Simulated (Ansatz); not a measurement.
Reaction (formal exchange of groups at a B–C bond): `CB(F)CO` + `[SiH3]Cl` → `OCB(F)[SiH2]Cl` + CH₄

Isolated molecules relaxed with PBE0-D4/def2-TZVP in Ansatz; ΔE leaves out vibrations. CBS: MP2 limit from def2 TZ/QZ plus the TZ coupled-cluster correction, frozen cores. This one scheme is used for every species. DFT in def2-TZVPP. B3LYP here is the variant with VWN-RPA as its local correlation; programs differ in this. HSE06 is defined as in plane-wave codes. One conformer a species, not always the lowest.

```csv
level,ΔE (kcal/mol),difference from CCSD(T)/CBS
LDA (SPW92),4.9,-1.7
PBE-D4,3.7,-2.9
revPBE-D4,3.5,-3.1
BLYP-D4,4.1,-2.5
r2SCAN-D4,6.0,-0.6
B97M-V,6.2,-0.4
B3LYP-D4,5.3,-1.3
r2SCANh-D4,6.3,-0.3
r2SCAN0-D4,6.8,0.2
HSE06-D4,5.2,-1.4
BHLYP-D4,6.7,0.1
CAM-B3LYP-D4,6.7,0.1
ωB97X-V,6.2,-0.4
ωB97M-V,7.0,0.4
B2PLYP,7.2,0.6
PBE-QIDH,7.2,0.6
PBE,4.8,-1.8
revPBE,5.1,-1.5
PBE0,6.2,-0.4
B3LYP,7.1,0.5
r2SCANh,6.7,0.1
r2SCAN0,7.2,0.6
HSE06,6.2,-0.4
BHLYP,8.5,1.9
CAM-B3LYP,7.8,1.2
LC-ωPBE,7.0,0.4
RPA@PBE/def2-TZVPP,6.5,-0.1
HF/def2-SVP,9.4,2.8
MP2/def2-SVP,7.0,0.4
CCSD(T)/def2-SVP,6.0,-0.6
HF/def2-TZVPP,10.4,3.8
MP2/def2-TZVPP,7.5,0.9
SCS-MP2/def2-TZVPP,7.8,1.2
CCSD/def2-TZVPP,7.5,0.9
HF/def2-QZVPP,10.7,4.1
MP2/def2-QZVPP,7.6,1.0
SCS-MP2/def2-QZVPP,7.9,1.3
HF/CBS(def2),10.8,4.2
MP2/CBS(def2),7.5,0.9
CCSD/CBS(def2),7.4,0.8
CCSD(T)/CBS,6.6,0
```

What do rigid-rotor, harmonic-oscillator terms from PBE0-D4/def2-TZVP frequencies (298.15 K, 1 bar) make of the CCSD(T)/CBS value? (Estimate.)

Ansatz gave: ΔZPE = +0.7 kcal/mol, ΔH = +7.9 kcal/mol, ΔS = -18 J/(mol·K), ΔG = +9.2 kcal/mol. Modes under 50 cm⁻¹ make the entropy rough.

Largest T1 diagnostic among the species: 0.012.

The D4 term adds −1.8 kcal/mol with B3LYP and −1.0 kcal/mol with PBE0; it sums over pairs of atoms, weighted by their polarisabilities, and B3LYP, whose exchange is more repulsive, gets the larger term. From r2SCAN to r2SCAN0 (25 % exact exchange), in def2-TZVPP and without D4, ΔE moves by +0.9 kcal/mol. In def2-TZVPP, CCSD(T) changes the Hartree–Fock value by −3.7 kcal/mol (the triples alone add −0.8 kcal/mol) and MP2 by −2.9 kcal/mol.

CCSD(T)/CBS has its own doubt, a few kJ/mol and more with outer-core shells, so smaller differences from it don't rank the levels.
